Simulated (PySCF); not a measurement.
HBrCd, SMILES [Br][CdH], PBE0/def2-SVP optimised geometry. Atoms within 1.6 Å of the plane z = 0.0 Å (x, y, z in Å): Cd1 (0.38, 0.00, 0.00), H2 (2.04, 0.00, 0.00), Br3 (-2.04, 0.00, 0.00).

Calculation: PBE0/def2-TZVP, def2 effective core potentials past Kr (PySCF). The core electrons that the potentials of Cd replace are not part of the density. Cells within 0.4 Å of a nucleus heavier than hydrogen are left out (blank, or x).

Map of the LUMO amplitude (bohr^(-3/2)) on the plane z = 0.0 Å; orbital energy -0.94 eV, overall sign arbitrary:

```
|55555555555555555555555555555|
|55555555555555555555555555555|
|55555555555555555555555555555|
|55555555555555555555555555555|
|55555555555666666555555555555|
|55555555566666666665555555555|
|55555555666666666665555555555|
|55556666666666666665555555555|
|55666666566666666665555555555|
|56666665556667776665555555555|
|66666665555667777665544455555|
|66666665445667776665444445555|
|66667765333577645764333444555|
|6667777xx225786x5864212344555|
|6667787xx32579xxx963002344555|
|6667777xx225786x5864212344555|
|66667765333577645764333444555|
|66666665445667777665444445555|
|66666665555667777665544455555|
|56666665556667776665555555555|
|55666666566666666665555555555|
|55556666666666666665555555555|
|55555555666666666665555555555|
|55555555566666666665555555555|
|55555555555666666655555555555|
|55555555555555555555555555555|
|55555555555555555555555555555|
|55555555555555555555555555555|
|55555555555555555555555555555|
```
Scale: ten equal steps from -0.194 (start of '0') to 0.144 (end of '9'), in the order '0123456789'; x runs from -4.50 to 4.50, y from -4.50 (bottom) to 4.50 (top).
